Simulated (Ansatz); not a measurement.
Relaxation of MnHg₇Te₇Br₂ with UKS r2SCAN-D4/def2-SVP.

```sh
$ ansatz run in.yaml --threads 2 --pin off --events-out ev --progress --plain --max-ram 32768MiB --backend cuda --devices 0, --max-vram 18GiB
```

```yaml
crystal:
  periodic: [false, false, false]
  atoms:
    - {symbol: Br, position_ang: [2.634390, -6.092440, -1.882900]}
    - {symbol: Br, position_ang: [-0.274660, -0.150240, 4.252450]}
    - {symbol: Hg, position_ang: [-5.140690, 1.749750, -0.367410]}
    - {symbol: Hg, position_ang: [1.456900, -4.077710, -1.048380]}
    - {symbol: Hg, position_ang: [-1.427030, 1.613460, 2.443520]}
    - {symbol: Hg, position_ang: [1.111750, -1.272200, 2.164820]}
    - {symbol: Hg, position_ang: [1.765050, 2.339630, -0.899340]}
    - {symbol: Hg, position_ang: [-1.587570, 4.529660, -0.112380]}
    - {symbol: Hg, position_ang: [4.169200, -0.885740, -0.193560]}
    - {symbol: Mn, position_ang: [-1.853160, -0.956910, -1.078520]}
    - {symbol: Te, position_ang: [-4.235670, -0.591170, -1.558620]}
    - {symbol: Te, position_ang: [-3.483290, 3.351600, 1.728210]}
    - {symbol: Te, position_ang: [-0.992870, -3.122760, -1.837430]}
    - {symbol: Te, position_ang: [3.018310, -3.075050, 1.284480]}
    - {symbol: Te, position_ang: [0.689500, 4.828660, -1.557050]}
    - {symbol: Te, position_ang: [4.286370, 1.420180, -1.618850]}
    - {symbol: Te, position_ang: [-0.136550, 0.391280, 0.280960]}
basis:
  gaussian: {orbitals: def2-SVP, fitting: {mean_field: def2-universal-jkfit}}
magnetization: {spin_polarized: true, initial_magnetization: 5}
hamiltonian: {xc: r2scan, dispersion: d4}
scf: {lower_state_search: "off"}
output: {orbitals: {seedname: orbitals}}
relax: {f_tol: 0.03, max_steps: 70}
```

Hardware: 2 threads of AMD EPYC 7R13 on a shared host and a share (18 GiB) of an NVIDIA H100 80GB HBM3. Wall time 15 min, peak host memory 1.3 GiB.

Positions (Å) and forces (eV/Å) at steps 1, 2, 3, 4, 5, 6, 7, 8, 9, 10, 11, 12, 13, 14, 15, 16, 17 of 70:

```xyz
17
step=1 energy=-251727.2017 eV
Br    2.634   -6.092   -1.883    0.386   -0.427   -0.127
Br   -0.275   -0.150    4.252   -0.014    0.090   -0.022
Hg   -5.141    1.750   -0.367    0.779   -0.204    0.164
Hg    1.457   -4.078   -1.048   -0.594    0.597    0.096
Hg   -1.427    1.613    2.444   -0.384    0.057   -0.070
Hg    1.112   -1.272    2.165    0.389   -0.397   -0.109
Hg    1.765    2.340   -0.899    0.220    0.170   -0.266
Hg   -1.588    4.530   -0.112    0.108   -0.677    0.260
Hg    4.169   -0.886   -0.194   -0.769   -0.087    0.115
Mn   -1.853   -0.957   -1.079    0.363    0.535    0.368
Te   -4.236   -0.591   -1.559   -1.424    0.091   -0.361
Te   -3.483    3.352    1.728    0.158    0.548   -0.242
Te   -0.993   -3.123   -1.837    0.307   -0.930   -0.392
Te    3.018   -3.075    1.284    0.337    0.596    0.004
Te    0.690    4.829   -1.557   -0.416   -0.099    0.310
Te    4.286    1.420   -1.619   -0.046   -0.320    0.326
Te   -0.137    0.391    0.281    0.600    0.459   -0.054
17
step=2 energy=-251728.0422 eV
Br    2.669   -6.089   -1.868    0.090    0.150    0.148
Br   -0.272   -0.127    4.205   -0.032    0.045   -0.129
Hg   -4.954    1.722   -0.321    0.800   -0.295    0.145
Hg    1.404   -4.024   -1.038   -0.035   -0.069   -0.063
Hg   -1.508    1.624    2.409   -0.007   -0.175   -0.204
Hg    1.172   -1.312    2.149   -0.077    0.080    0.029
Hg    1.817    2.384   -0.960    0.239    0.245   -0.232
Hg   -1.558    4.364   -0.050    0.115   -0.304    0.072
Hg    3.981   -0.886   -0.173   -0.361    0.075   -0.027
Mn   -1.861   -0.926   -1.065    0.058   -0.021    0.050
Te   -4.369   -0.637   -1.625   -0.452    0.311    0.063
Te   -3.480    3.476    1.739   -0.224    0.099   -0.113
Te   -1.005   -3.192   -1.891   -0.170   -0.065   -0.159
Te    3.086   -3.025    1.299    0.215   -0.075    0.062
Te    0.622    4.814   -1.506   -0.176    0.000    0.088
Te    4.289    1.368   -1.567    0.049   -0.114    0.103
Te   -0.035    0.465    0.262   -0.032    0.116    0.166
17
step=3 energy=-251728.3539 eV
Br    2.706   -6.060   -1.829    0.085    0.164    0.159
Br   -0.289   -0.118    4.177   -0.053    0.023   -0.059
Hg   -4.769    1.685   -0.270    0.721   -0.224    0.198
Hg    1.375   -4.014   -1.043   -0.128   -0.077   -0.122
Hg   -1.540    1.602    2.365   -0.002   -0.113   -0.128
Hg    1.172   -1.309    2.140   -0.029    0.012    0.003
Hg    1.862    2.431   -1.009    0.212    0.222   -0.190
Hg   -1.542    4.283   -0.023    0.065   -0.141    0.029
Hg    3.883   -0.880   -0.172   -0.189    0.007   -0.018
Mn   -1.873   -0.926   -1.058    0.021   -0.150   -0.020
Te   -4.419   -0.636   -1.634   -0.254    0.368    0.138
Te   -3.497    3.513    1.754   -0.285   -0.103   -0.119
Te   -1.045   -3.207   -1.928   -0.036    0.012   -0.036
Te    3.109   -3.030    1.316    0.001   -0.007    0.074
Te    0.586    4.822   -1.495   -0.081   -0.001    0.016
Te    4.309    1.349   -1.552    0.003   -0.040    0.044
Te   -0.025    0.496    0.259   -0.052    0.048    0.035
17
step=4 energy=-251728.5973 eV
Br    2.743   -6.031   -1.789    0.093    0.165    0.169
Br   -0.308   -0.114    4.163   -0.059    0.008   -0.033
Hg   -4.589    1.653   -0.207    0.562   -0.130    0.212
Hg    1.337   -4.016   -1.061   -0.009   -0.138   -0.107
Hg   -1.560    1.580    2.331    0.005   -0.075   -0.079
Hg    1.161   -1.308    2.138   -0.063    0.042    0.009
Hg    1.908    2.483   -1.056    0.146    0.178   -0.134
Hg   -1.538    4.237   -0.007    0.009   -0.079    0.035
Hg    3.824   -0.884   -0.174   -0.123   -0.008   -0.007
Mn   -1.882   -0.945   -1.058   -0.023   -0.132   -0.021
Te   -4.456   -0.597   -1.622   -0.127    0.252    0.082
Te   -3.535    3.510    1.752   -0.178   -0.106   -0.084
Te   -1.058   -3.221   -1.950   -0.117    0.040   -0.055
Te    3.098   -3.027    1.331   -0.037   -0.032    0.054
Te    0.560    4.831   -1.494   -0.059    0.021   -0.010
Te    4.319    1.335   -1.543    0.029   -0.030    0.002
Te   -0.024    0.513    0.245   -0.047    0.026   -0.033
17
step=5 energy=-251728.7745 eV
Br    2.809   -6.004   -1.735    0.096    0.150    0.158
Br   -0.333   -0.114    4.160   -0.064    0.008   -0.030
Hg   -4.412    1.623   -0.131    0.275   -0.186    0.034
Hg    1.312   -4.035   -1.091   -0.109   -0.100   -0.144
Hg   -1.566    1.562    2.305    0.024   -0.045   -0.022
Hg    1.138   -1.298    2.135   -0.050    0.025   -0.015
Hg    1.952    2.538   -1.099    0.120    0.136   -0.103
Hg   -1.541    4.209    0.008    0.013   -0.035    0.021
Hg    3.778   -0.892   -0.174   -0.084   -0.004   -0.005
Mn   -1.900   -0.968   -1.060   -0.080   -0.065   -0.010
Te   -4.488   -0.547   -1.613   -0.001    0.124    0.034
Te   -3.564    3.495    1.749    0.000    0.054    0.119
Te   -1.091   -3.233   -1.978    0.025   -0.053   -0.021
Te    3.074   -3.030    1.345   -0.081    0.012    0.035
Te    0.534    4.844   -1.496   -0.050    0.019   -0.009
Te    4.331    1.320   -1.542   -0.002   -0.036    0.006
Te   -0.030    0.527    0.217   -0.033   -0.004   -0.046
17
step=6 energy=-251728.9217 eV
Br    2.945   -5.936   -1.616   -0.011    0.238    0.160
Br   -0.380   -0.130    4.170   -0.071    0.038   -0.067
Hg   -4.237    1.568   -0.056    0.047   -0.018    0.038
Hg    1.246   -4.075   -1.158    0.212   -0.257   -0.084
Hg   -1.539    1.551    2.287    0.029   -0.022    0.024
Hg    1.079   -1.280    2.121   -0.023   -0.005    0.008
Hg    2.006    2.615   -1.160    0.072    0.101   -0.068
Hg   -1.531    4.203    0.036   -0.002   -0.014    0.059
Hg    3.711   -0.901   -0.181   -0.080   -0.018    0.013
Mn   -1.920   -1.017   -1.070   -0.060    0.000    0.018
Te   -4.502   -0.510   -1.617    0.077    0.015    0.006
Te   -3.544    3.507    1.806    0.113   -0.024    0.052
Te   -1.123   -3.274   -2.016   -0.177   -0.036   -0.115
Te    2.995   -3.025    1.346   -0.044   -0.004    0.012
Te    0.507    4.874   -1.504   -0.017   -0.001   -0.020
Te    4.331    1.296   -1.551   -0.004   -0.014   -0.010
Te   -0.045    0.535    0.165   -0.061    0.019   -0.025
17
step=7 energy=-251729.0022 eV
Br    3.109   -5.885   -1.515   -0.162    0.321    0.125
Br   -0.429   -0.107    4.149   -0.061    0.050   -0.040
Hg   -4.177    1.565    0.002   -0.039   -0.043   -0.037
Hg    1.225   -4.163   -1.268    0.223   -0.255   -0.078
Hg   -1.526    1.580    2.250    0.091   -0.148    0.110
Hg    1.048   -1.257    2.117   -0.038   -0.044    0.038
Hg    2.039    2.663   -1.203    0.063    0.055   -0.045
Hg   -1.504    4.189    0.091    0.089    0.088   -0.079
Hg    3.638   -0.917   -0.177   -0.020    0.030   -0.048
Mn   -1.929   -1.052   -1.079    0.030    0.012    0.054
Te   -4.495   -0.486   -1.590    0.034    0.029    0.013
Te   -3.521    3.521    1.854    0.019    0.045    0.086
Te   -1.158   -3.313   -2.054   -0.073   -0.101   -0.092
Te    2.927   -3.035    1.347   -0.034   -0.024    0.026
Te    0.497    4.893   -1.497   -0.064   -0.023    0.030
Te    4.318    1.263   -1.562   -0.028   -0.027    0.007
Te   -0.063    0.540    0.134   -0.029    0.035   -0.071
17
step=8 energy=-251729.0664 eV
Br    3.206   -5.755   -1.406   -0.145    0.235    0.054
Br   -0.458   -0.112    4.172   -0.053    0.030   -0.040
Hg   -4.159    1.562    0.023    0.019    0.110    0.089
Hg    1.182   -4.202   -1.336    0.145   -0.159   -0.059
Hg   -1.497    1.548    2.249   -0.034   -0.013    0.053
Hg    1.003   -1.273    2.133    0.035   -0.027    0.014
Hg    2.072    2.705   -1.241    0.000    0.041   -0.012
Hg   -1.472    4.213    0.100   -0.170   -0.054    0.159
Hg    3.594   -0.925   -0.195   -0.082   -0.102    0.069
Mn   -1.912   -1.093   -1.076    0.035   -0.025    0.016
Te   -4.472   -0.477   -1.575    0.009   -0.038   -0.028
Te   -3.488    3.532    1.892    0.155   -0.083   -0.090
Te   -1.214   -3.371   -2.109   -0.007   -0.060   -0.022
Te    2.880   -3.047    1.349   -0.049    0.103   -0.045
Te    0.491    4.910   -1.503    0.121    0.049   -0.115
Te    4.306    1.242   -1.577    0.021    0.008   -0.038
Te   -0.062    0.544    0.100    0.001   -0.014   -0.004
17
step=9 energy=-251729.1122 eV
Br    3.285   -5.593   -1.333   -0.097    0.141   -0.006
Br   -0.514   -0.123    4.190   -0.034    0.008    0.002
Hg   -4.123    1.580    0.050   -0.012   -0.097   -0.091
Hg    1.141   -4.233   -1.405    0.211   -0.111   -0.005
Hg   -1.489    1.520    2.253    0.029   -0.064    0.013
Hg    0.981   -1.270    2.168   -0.018    0.025    0.085
Hg    2.091    2.737   -1.275    0.013    0.004   -0.014
Hg   -1.452    4.214    0.117    0.173    0.058   -0.133
Hg    3.519   -0.941   -0.202    0.018    0.093   -0.081
Mn   -1.881   -1.147   -1.069    0.002   -0.009   -0.003
Te   -4.435   -0.469   -1.555    0.028    0.036    0.045
Te   -3.424    3.523    1.905   -0.057    0.069    0.105
Te   -1.255   -3.439   -2.149   -0.115    0.003   -0.028
Te    2.818   -3.038    1.343   -0.011   -0.094    0.035
Te    0.504    4.935   -1.531   -0.084   -0.028    0.063
Te    4.288    1.215   -1.599   -0.036   -0.056    0.019
Te   -0.056    0.531    0.092   -0.009    0.024   -0.007
17
step=10 energy=-251729.1471 eV
Br    3.378   -5.421   -1.354   -0.102    0.125   -0.018
Br   -0.602   -0.128    4.241    0.019   -0.027    0.013
Hg   -4.078    1.581    0.056    0.006    0.006   -0.008
Hg    1.133   -4.240   -1.471    0.081   -0.018   -0.027
Hg   -1.485    1.492    2.263   -0.021    0.012   -0.029
Hg    0.965   -1.253    2.260   -0.009   -0.025    0.094
Hg    2.095    2.741   -1.317    0.003   -0.011   -0.007
Hg   -1.401    4.215    0.108    0.034    0.009   -0.018
Hg    3.447   -0.962   -0.215   -0.002    0.005   -0.018
Mn   -1.851   -1.186   -1.057    0.024   -0.022   -0.012
Te   -4.395   -0.473   -1.535   -0.011   -0.004    0.005
Te   -3.377    3.541    1.916   -0.013    0.014   -0.011
Te   -1.304   -3.491   -2.175    0.031   -0.014    0.042
Te    2.753   -3.043    1.370   -0.013   -0.025   -0.008
Te    0.517    4.943   -1.565   -0.013   -0.012    0.013
Te    4.253    1.166   -1.630   -0.021   -0.036   -0.005
Te   -0.046    0.517    0.105    0.007    0.022   -0.007
17
step=11 energy=-251729.1766 eV
Br    3.442   -5.238   -1.376    0.016    0.058   -0.046
Br   -0.638   -0.120    4.269    0.032   -0.046    0.020
Hg   -4.059    1.589    0.049    0.004    0.016    0.001
Hg    1.146   -4.182   -1.504   -0.017    0.023   -0.029
Hg   -1.498    1.485    2.268    0.001    0.019   -0.056
Hg    0.952   -1.285    2.336   -0.001   -0.011    0.096
Hg    2.092    2.717   -1.348   -0.012   -0.024    0.004
Hg   -1.374    4.213    0.100   -0.011   -0.011    0.013
Hg    3.398   -1.008   -0.231   -0.028   -0.018    0.016
Mn   -1.830   -1.197   -1.044    0.012    0.028    0.001
Te   -4.376   -0.478   -1.524   -0.002   -0.009    0.001
Te   -3.362    3.558    1.904   -0.002    0.000   -0.025
Te   -1.321   -3.510   -2.163    0.031   -0.029    0.027
Te    2.705   -3.079    1.375   -0.036    0.027    0.018
Te    0.530    4.930   -1.587    0.025   -0.002   -0.012
Te    4.220    1.101   -1.661   -0.006   -0.027   -0.022
Te   -0.028    0.503    0.136   -0.007    0.004   -0.005
17
step=12 energy=-251729.2099 eV
Br    3.517   -5.082   -1.471   -0.061    0.119    0.000
Br   -0.678   -0.098    4.320    0.063   -0.048   -0.013
Hg   -4.051    1.596    0.037    0.011    0.005    0.006
Hg    1.163   -4.138   -1.551    0.058    0.007   -0.020
Hg   -1.490    1.479    2.262   -0.002    0.025   -0.074
Hg    0.942   -1.283    2.443   -0.028   -0.056    0.094
Hg    2.086    2.672   -1.363    0.003   -0.014   -0.012
Hg   -1.354    4.205    0.087   -0.003   -0.009    0.007
Hg    3.333   -1.033   -0.222    0.016   -0.030   -0.004
Mn   -1.815   -1.197   -1.041   -0.001    0.016   -0.003
Te   -4.366   -0.485   -1.518    0.011   -0.007   -0.001
Te   -3.345    3.562    1.890   -0.010    0.007   -0.018
Te   -1.333   -3.528   -2.141    0.001   -0.014    0.022
Te    2.647   -3.084    1.414   -0.016    0.024    0.004
Te    0.557    4.908   -1.598    0.016    0.000   -0.006
Te    4.191    1.028   -1.702   -0.041   -0.039    0.002
Te   -0.005    0.479    0.155   -0.016    0.014    0.014
17
step=13 energy=-251729.2458 eV
Br    3.566   -4.895   -1.501   -0.029    0.098   -0.030
Br   -0.684   -0.080    4.333    0.048   -0.056   -0.002
Hg   -4.037    1.595    0.031   -0.012   -0.001   -0.012
Hg    1.165   -4.073   -1.585    0.031    0.016   -0.010
Hg   -1.489    1.489    2.243    0.024   -0.003   -0.070
Hg    0.916   -1.343    2.524    0.011   -0.009    0.072
Hg    2.072    2.641   -1.382   -0.008   -0.034    0.005
Hg   -1.339    4.195    0.077    0.009    0.021   -0.021
Hg    3.331   -1.092   -0.223   -0.057    0.016    0.027
Mn   -1.806   -1.189   -1.038    0.001    0.024    0.000
Te   -4.358   -0.489   -1.519    0.012    0.005    0.003
Te   -3.344    3.574    1.871   -0.003   -0.001    0.003
Te   -1.359   -3.541   -2.117    0.022   -0.019    0.022
Te    2.625   -3.108    1.445   -0.043    0.006    0.031
Te    0.577    4.903   -1.603    0.007   -0.019    0.010
Te    4.146    0.962   -1.736    0.003   -0.042   -0.027
Te    0.019    0.452    0.181   -0.016   -0.004   -0.002
17
step=14 energy=-251729.2822 eV
Br    3.613   -4.713   -1.551   -0.020    0.087   -0.025
Br   -0.683   -0.076    4.345    0.032   -0.024   -0.001
Hg   -4.041    1.598    0.022   -0.001    0.008   -0.002
Hg    1.175   -4.007   -1.604   -0.005    0.024   -0.025
Hg   -1.475    1.485    2.214    0.021    0.001   -0.056
Hg    0.925   -1.369    2.604   -0.014   -0.063    0.084
Hg    2.068    2.588   -1.392   -0.001   -0.014   -0.010
Hg   -1.335    4.205    0.063    0.012   -0.011   -0.004
Hg    3.256   -1.100   -0.189    0.056   -0.038   -0.042
Mn   -1.801   -1.181   -1.043    0.001    0.004   -0.002
Te   -4.353   -0.489   -1.523    0.003    0.006   -0.006
Te   -3.336    3.574    1.860    0.006   -0.003    0.001
Te   -1.376   -3.554   -2.089    0.044   -0.016    0.027
Te    2.595   -3.136    1.475   -0.059    0.077    0.051
Te    0.606    4.874   -1.602    0.005    0.004    0.000
Te    4.117    0.881   -1.777   -0.063   -0.042    0.023
Te    0.045    0.420    0.190   -0.018    0.000   -0.015
17
step=15 energy=-251729.3226 eV
Br    3.657   -4.531   -1.612   -0.063    0.107   -0.011
Br   -0.693   -0.057    4.375    0.028   -0.028   -0.005
Hg   -4.039    1.603    0.013    0.005    0.005    0.001
Hg    1.183   -3.940   -1.636    0.032    0.014   -0.018
Hg   -1.455    1.480    2.179    0.015   -0.001   -0.059
Hg    0.897   -1.408    2.710    0.005   -0.027    0.040
Hg    2.052    2.550   -1.407   -0.015   -0.022    0.005
Hg   -1.323    4.202    0.052    0.009   -0.007    0.000
Hg    3.252   -1.156   -0.190   -0.010    0.000    0.005
Mn   -1.797   -1.176   -1.051    0.002   -0.002    0.000
Te   -4.349   -0.486   -1.530   -0.005    0.007   -0.012
Te   -3.323    3.571    1.853    0.011    0.000    0.003
Te   -1.390   -3.572   -2.061    0.039   -0.008    0.024
Te    2.558   -3.136    1.529   -0.022    0.007    0.052
Te    0.628    4.864   -1.604    0.009   -0.007    0.000
Te    4.070    0.811   -1.813   -0.020   -0.040   -0.012
Te    0.071    0.381    0.194   -0.019    0.000   -0.011
17
step=16 energy=-251729.3558 eV
Br    3.683   -4.343   -1.652   -0.052    0.078   -0.028
Br   -0.686   -0.051    4.384    0.001    0.001    0.002
Hg   -4.038    1.609    0.005    0.005   -0.002   -0.003
Hg    1.183   -3.874   -1.661    0.084    0.013   -0.006
Hg   -1.434    1.473    2.137   -0.010    0.003   -0.009
Hg    0.893   -1.443    2.789    0.000   -0.017    0.031
Hg    2.033    2.505   -1.412    0.005   -0.018   -0.007
Hg   -1.312    4.197    0.044    0.021    0.010   -0.013
Hg    3.228   -1.191   -0.168    0.007   -0.002    0.009
Mn   -1.803   -1.172   -1.062   -0.001   -0.011   -0.005
Te   -4.351   -0.479   -1.543   -0.008    0.017   -0.009
Te   -3.308    3.567    1.848    0.005   -0.005    0.012
Te   -1.399   -3.587   -2.033   -0.024    0.000    0.013
Te    2.543   -3.149    1.587    0.002    0.011    0.036
Te    0.651    4.847   -1.604    0.001   -0.014    0.007
Te    4.027    0.740   -1.846   -0.042   -0.037    0.004
Te    0.089    0.350    0.186    0.007   -0.027   -0.034
17
step=17 energy=-251729.3814 eV
Br    3.710   -4.161   -1.716   -0.040    0.042   -0.027
Br   -0.687   -0.038    4.398   -0.009    0.010    0.006
Hg   -4.038    1.616   -0.003    0.008    0.010    0.005
Hg    1.192   -3.806   -1.687   -0.052    0.025   -0.024
Hg   -1.419    1.463    2.096    0.011   -0.022   -0.021
Hg    0.890   -1.471    2.876    0.002   -0.003   -0.006
Hg    2.017    2.461   -1.421   -0.005   -0.001   -0.001
Hg   -1.298    4.197    0.036   -0.009   -0.003    0.015
Hg    3.216   -1.225   -0.135    0.002    0.012    0.028
Mn   -1.815   -1.172   -1.076    0.002   -0.022   -0.010
Te   -4.357   -0.465   -1.558   -0.013    0.012   -0.015
Te   -3.292    3.563    1.847    0.019   -0.005   -0.009
Te   -1.416   -3.608   -2.007    0.092   -0.003    0.031
Te    2.538   -3.154    1.657    0.019   -0.012    0.041
Te    0.675    4.828   -1.603    0.018   -0.009   -0.008
Te    3.978    0.665   -1.873   -0.017   -0.023   -0.015
Te    0.107    0.307    0.169   -0.026   -0.009    0.009
```

In the def2 sets Hg, Te take a core potential; there is no spin–orbit coupling. Single mean-field runs in def2-SVP are fitted with def2-universal-jkfit.
